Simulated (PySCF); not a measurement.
Ionising SeO

ROHF-CCSD; basis Se aug-pcseg-1, O aug-pcseg-1; no relativity; PySCF 2.14. Neutral (ROHF): triplet (π ↑↑), Re = 1.677 Å, ωe = 891 cm⁻¹, De = 3.58 eV.

SeO⁻ (UHF): doublet (π ↑), Re = 1.778 Å, ωe = 704 cm⁻¹. The energies at the minima are -2474.63391 hartree for SeO and -2474.68534 for SeO⁻.

(1) Work out the adiabatic electron affinity, without and with harmonic zero-point energies (1 hartree = 27.2114 eV, 1 eV = 8065.5 cm⁻¹), and the change of the bond length.

Correlated steps freeze 10 core orbitals. UHF and ROHF references stand side by side, which adds small steps between rows. Correlated levels converge slowly with the basis: in double zeta they bind strong bonds too weakly, by up to about 1 eV, and carry superposition errors of some tenths. Spin–orbit coupling is left out. The CCSD T1 diagnostic is raised in SeO⁻, a sign that a single reference may not be enough there. States were picked by a PBE0 search and need not be the measured ground states.

Neutral and ion stand on different kinds of reference determinant, which adds to the error of the difference.

## Answers

(1) At CCSD: 0.05143 hartree = 1.399 eV between the minima; the zero-point term (891.0 − 704.0)/2 cm⁻¹ = +0.012 eV makes it 1.411 eV. Re changes by +10.1 pm against the neutral. The electron enters a π orbital, and the longer bond of the ion fits an antibonding orbital, or a change in how ionic the bond is.
